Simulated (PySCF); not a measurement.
# How the method changes the constants of LiGa

State: ¹Σ⁺ (singlet), closed shell. Set-up: basis Li aug-cc-pVDZ, Ga aug-cc-pVDZ-PP with ECP10; scalar-relativistic core potentials; PySCF 2.14. De refers to Li + Ga in their high-spin ground configurations, without counterpoise correction. A positive dipole means Li(−)Ga(+).

```json
{"Level": "RHF-MP2", "Re (Å)": "2.871", "ωe (cm⁻¹)": "289", "De (eV)": "0.70", "μ (D)": "n/a", "CPU s a point (SCF and correlation, without the integrals)": "0.14"}
{"Level": "RHF-SCS-MP2", "Re (Å)": "2.882", "ωe (cm⁻¹)": "284", "De (eV)": "0.75", "μ (D)": "n/a", "CPU s a point (SCF and correlation, without the integrals)": "n/a"}
{"Level": "RHF-CCSD", "Re (Å)": "2.866", "ωe (cm⁻¹)": "280", "De (eV)": "0.88", "μ (D)": "n/a", "CPU s a point (SCF and correlation, without the integrals)": "n/a"}
{"Level": "RHF-CCSD(T)", "Re (Å)": "2.863", "ωe (cm⁻¹)": "278", "De (eV)": "0.93", "μ (D)": "n/a", "CPU s a point (SCF and correlation, without the integrals)": "2.6"}
{"Level": "PBE", "Re (Å)": "2.900", "ωe (cm⁻¹)": "267", "De (eV)": "0.94", "μ (D)": "-1.57", "CPU s a point (SCF and correlation, without the integrals)": "0.65"}
{"Level": "BLYP", "Re (Å)": "2.900", "ωe (cm⁻¹)": "263", "De (eV)": "0.95", "μ (D)": "-1.51", "CPU s a point (SCF and correlation, without the integrals)": "0.46"}
{"Level": "TPSS", "Re (Å)": "2.903", "ωe (cm⁻¹)": "269", "De (eV)": "0.98", "μ (D)": "-1.78", "CPU s a point (SCF and correlation, without the integrals)": "1"}
{"Level": "r²SCAN", "Re (Å)": "2.878", "ωe (cm⁻¹)": "278", "De (eV)": "0.79", "μ (D)": "-2.23", "CPU s a point (SCF and correlation, without the integrals)": "0.99"}
{"Level": "M06-L", "Re (Å)": "2.904", "ωe (cm⁻¹)": "265", "De (eV)": "1.13", "μ (D)": "-2.51", "CPU s a point (SCF and correlation, without the integrals)": "1.2"}
{"Level": "PBE0", "Re (Å)": "2.880", "ωe (cm⁻¹)": "280", "De (eV)": "0.84", "μ (D)": "-2.17", "CPU s a point (SCF and correlation, without the integrals)": "1.2"}
```

The bond length runs from 2.863 Å (RHF-CCSD(T)) to 2.904 Å (M06-L). De spans 0.70 eV (RHF-MP2, perturbation theory) to 1.13 eV (M06-L, meta-GGA).

Correlated steps freeze 4 core orbitals. Closed-shell solutions of metal pairs were not tested for spin polarisation, which can lower them a little. Correlated levels converge slowly with the basis: in double zeta they bind strong bonds too weakly, by up to about 1 eV, and carry superposition errors of some tenths. Where the molecule has an RHF reference, its open-shell atoms are computed with UHF.

The whole job (state search and all levels along the bond) took about 2.3 min on 1 thread of Arm Neoverse V1 (shared host), peak memory 0.73 GiB.
